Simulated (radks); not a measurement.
Q: Mn3+, 22 electrons, occupied as [Ne] 3s2 3p5 3d4 4p1 (not the ground configuration). All-electron calculation, non-relativistic Kohn-Sham, PBE, spin-polarised, spherical densities, point nucleus; open shells are filled with parallel spins first. Program: a radial shooting solver on a logarithmic mesh with Libxc functionals. Some entries of the table are withheld. Estimate them.

| orbital | occ. | eigenvalue (eV) | <1/r> (bohr^-1) |
|---|---|---|---|
| 1s up | 1 | -6424.824 | 24.52 |
| 1s down | 1 | -6424.313 | 24.52 |
| 2s up | 1 | -783.0169 | 5.219 |
| 2s down | 1 | -780.3548 | 5.230 |
| 2p up | 3 | -678.3820 | 5.169 |
| 2p down | 3 | -676.0816 | 5.178 |
| 3s up | 1 | -132.5407 | 1.681 |
| 3s down | 1 | -125.4299 | 1.667 |
| 3p up | 3 | -102.1136 | 1.571 |
| 3p down | 2 | -95.1481 | 1.554 |
| 3d up | 4 | -52.7124 | 1.314 |
| 3d down | 0 | -46.1641 | 1.286 |
| 4s up | 0 | -34.3139 | 0.5966 |
| 4p up | 1 | -27.1882 | 0.5274 |
| 4d up | 0 | (1) | 0.4049 |
| 4f up | 0 | -10.4118 | 0.2648 |

A: 
(1) 4d up eigenvalue (eV): -17.1364
